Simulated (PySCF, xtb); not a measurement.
CH4O2, SMILES OCO. One conformer was computed; it need not be the lowest.

Harmonic wavenumbers (cm⁻¹) from GFN2-xTB in xtb at its own minimum, in rising order: 379, 406, 528, 980, 1029, 1067, 1156, 1284, 1322, 1356, 1469, 2903, 2916, 3529, 3531.

Task: What does B3LYP-D3(BJ)/def2-TZVP in PySCF give at its own minimum? (The exact figures need the calculation; the answer reports its results.)

Result: 381, 385, 562, 1013, 1032, 1054, 1206, 1369, 1390, 1448, 1528, 3029, 3075, 3780, 3780. Paired by order, the mean absolute difference is 83 cm⁻¹ and the zero-point energies are 34.1 and 35.8 kcal/mol.
